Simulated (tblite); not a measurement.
Compound: C₈H₁₉NSi₂.
Numbering: `[SiH3:1][N:2]([SiH3:3])[C@H:4]1[CH2:5][CH2:6][CH2:7][C:8]2([CH2:9][CH2:10]2)[CH2:11]1` (hydrogens: H12, H13, H14 on Si1; H15, H16, H17 on Si3; H18 on C4; H19, H20 on C5; H21, H22 on C6; H23, H24 on C7; H25, H26 on C9; H27, H28 on C10; H29, H30 on C11)

Structure used (GFN2-xTB), in Å, numbered top down from 1:
```
atom  x, y, z in Å
Si1    3.345    0.790   -0.192
N2     2.013   -0.302   -0.443
Si3    2.261   -1.926   -1.016
C4     0.701    0.048    0.104
C5     0.450    1.556    0.089
C6    -0.913    1.908    0.677
C7    -2.031    1.221   -0.101
C8    -1.788   -0.271   -0.086
C9    -2.318   -1.073    1.066
C10   -2.939   -1.210   -0.294
C11   -0.436   -0.638   -0.660
H12    4.556    0.107   -0.627
H13    3.172    2.010   -0.990
H14    3.467    1.136    1.232
H15    1.530   -2.152   -2.269
H16    3.687   -2.097   -1.263
H17    1.821   -2.894   -0.001
H18    0.658   -0.294    1.152
H19    1.224    2.065    0.665
H20    0.509    1.909   -0.943
H21   -1.050    2.992    0.656
H22   -0.952    1.583    1.719
H23   -2.035    1.581   -1.134
H24   -3.000    1.455    0.343
H25   -2.881   -0.561    1.832
H26   -1.723   -1.893    1.440
H27   -3.921   -0.790   -0.452
H28   -2.766   -2.123   -0.844
H29   -0.382   -0.331   -1.708
H30   -0.312   -1.720   -0.618
```

Computed values, GFN2-xTB/tblite, gas phase, harmonic and unscaled. This tight-binding method is rough: wavenumbers can miss measured ones by several per cent, in bad cases by 10 to 20. Modes of hydrogen on silicon can be 10 to 20 % off. One conformer, not necessarily the lowest. The optimisation stopped once no atom felt more than 0.01 eV/Å.

Lowest wavenumbers of the output (negative numbers stand for imaginary wavenumbers):
```
mode    cm-1
  1     -33.9
  2      86.0
  3     113.7
  4     140.5
  5     154.5
  6     187.6
  7     217.1
  8     233.5
```

Problem. Is this structure a minimum?

Solution. Not by this Hessian. 1 mode is imaginary beyond 20i (34i cm⁻¹), so at this level the point lies at or near a first-order saddle. The curvature is small, so loose convergence or finite differences may be the whole cause.

Problem. Which atoms move in the imaginary mode?

Solution. 34i: Si1 (SiH3 silicon) 26 %, Si3 (SiH3 silicon) 22 %. These are shares of the mass-weighted motion.

Problem. What is the remedy?

Solution. Step along that mode in both directions, optimise again with tighter thresholds and repeat the frequencies. The zero-point energy of this point (154.4 kcal/mol) counts the 83 real modes alone, and thermal corrections from it aren't those of a minimum.

Hardware: 2 threads, Intel Xeon Platinum 8488C (x86_64), shared host with 96 logical CPUs at a one-minute load of 51. Cost: 2.7 s wall, 5.5 s CPU. This covers the Hessian and the dipole derivatives.
